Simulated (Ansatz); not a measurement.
```yaml
crystal:
  periodic: [false, false, false]
  atoms:
    - {symbol: N, position_ang: [-1.488120, 0.491841, -0.646825]}
    - {symbol: Ti, position_ang: [0.180931, 0.148094, 0.117873]}
    - {symbol: N, position_ang: [-0.088608, -1.197542, 1.469795]}
    - {symbol: N, position_ang: [1.318822, -0.430237, -1.254115]}
    - {symbol: O, position_ang: [0.835998, 1.658965, 0.860871]}
    - {symbol: H, position_ang: [-2.369475, 0.690688, -0.267068]}
    - {symbol: H, position_ang: [-1.689435, 0.363251, -1.681564]}
    - {symbol: H, position_ang: [-0.824428, -1.863954, 1.385576]}
    - {symbol: H, position_ang: [0.436628, -1.215410, 2.259986]}
    - {symbol: H, position_ang: [1.938481, 0.169732, -1.742561]}
    - {symbol: Xx, position_ang: [1.483572, -1.346516, -1.468938]}
    - {symbol: H, position_ang: [0.488931, 2.569228, 1.008367]}
basis:
  gaussian: {orbitals: cc-pVTZ, nuclear_model: gaussian}
hamiltonian: {xc: {name: RPBE}, dispersion: d3bjatm}
output: {forces: true}
```

```sh
$ ansatz run in.yaml --threads 4 --pin off --events-out ev --progress --plain --max-ram 11315MiB
```

Q: How does Ansatz answer? (Estimate.)

A: The calculation gave: The program refused the input.
```
Error: YAML parse error: error: line 14 column 16: `Xx` is not an element symbol (H … Og, case-exact)
12 |     - {symbol: H, position_ang: [0.436628, -1.215410, 2.259986]}
13 |     - {symbol: H, position_ang: [1.938481, 0.169732, -1.742561]}
14 |     - {symbol: Xx, position_ang: [1.483572, -1.346516, -1.468938]}
15 |     - {symbol: H, position_ang: [0.488931, 2.569228, 1.008367]}
16 | basis:
```
